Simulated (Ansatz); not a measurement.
Gas-phase electronic energies from Ansatz, PBE0-D4/def2-TZVP geometries. CCSD(T)/CBS is the MP2 limit (def2-TZVPP, def2-QZVPP) plus CCSD(T) − MP2 in def2-TZVPP, frozen cores. Double bonds are as drawn, so ΔE can hold a change between cis and trans. One conformer a species, not always the lowest.

Reaction (formal exchange of groups at the Al–Si bond): `[SiH3][NH][AlH][SiH2]Cl` + `O/C=C\F` → `[F][AlH][NH][SiH3]` + `O/C=C/[SiH2]Cl`

| species | HF/CBS(def2) energy (Eh) |
| --- | --- |
| `[SiH3][NH][AlH][SiH2]Cl` | -1338.02942 |
| `O/C=C\F` | -251.86625 |
| `[F][AlH][NH][SiH3]` | -687.90992 |
| `O/C=C/[SiH2]Cl` | -902.09949 |

(1) Work out ΔE.

Largest T1 diagnostic among the species: 0.013.

## Answers

(1) ΔE = (-687.90992) + (-902.09949) − (-1338.02942) − (-251.86625) = -0.11374 Eh = -3.10 eV. CCSD(T)/CBS gives -3.01 eV.

The D4 term adds +0.05 eV with B3LYP and +0.03 eV with PBE0; it sums over pairs of atoms, weighted by their polarisabilities, and B3LYP, whose exchange is more repulsive, gets the larger term. From PBE to PBE0 (25 % exact exchange), in def2-TZVPP and without D4, ΔE moves by −0.09 eV.

B3LYP here is the variant with VWN-RPA as its local correlation; programs differ in this.
